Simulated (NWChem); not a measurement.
Molecule: C₂H₃ClF₂Si; SMILES C(=C/Cl)/[SiH](F)F

```xyz
9

F     -0.6252    -2.5411     0.3063
Si     0.1163    -1.0882     0.2886
F      1.4364    -1.2488    -0.6534
C     -1.0934     0.1130    -0.4549
C     -0.9495     1.4512    -0.4427
Cl     0.4342     2.2552     0.2412
H      0.5668    -0.7637     1.6705
H     -2.0145    -0.2770    -0.9229
H     -1.6815     2.1615    -0.8608
```
Atoms are numbered in this order, from 1.

Level: PBE-D3(BJ)/def2-SVP (NWChem), optimised geometry, unscaled harmonic frequencies. 

```csv
frequency (cm⁻¹),IR intensity (km/mol)
35,1.0
99,1.1
175,1.7
238,10.5
301,14.0
415,26.1
507,0.6
666,25.7
686,54.3
783,71.5
793,45.0
810,24.9
863,252.6
920,1.8
943,191.9
1107,5.8
1269,14.9
1600,135.4
2245,88.9
3097,2.5
3126,1.4
```

| Quantity | Value |
|---|---|
| zero-point energy | 29.5 kcal/mol |
| thermal correction to the enthalpy at 298.15 K (with zero-point energy) | 34.6 kcal/mol |
| heat capacity Cv | 23.6 cal/(mol K) |
| entropy at 298.15 K and 1 atm (symmetry number 1) | 86.8 cal/(mol K) |
| dipole moment | 2.39 D |

Rigid rotor and harmonic oscillator; modes under 100 cm⁻¹ make the entropy uncertain.
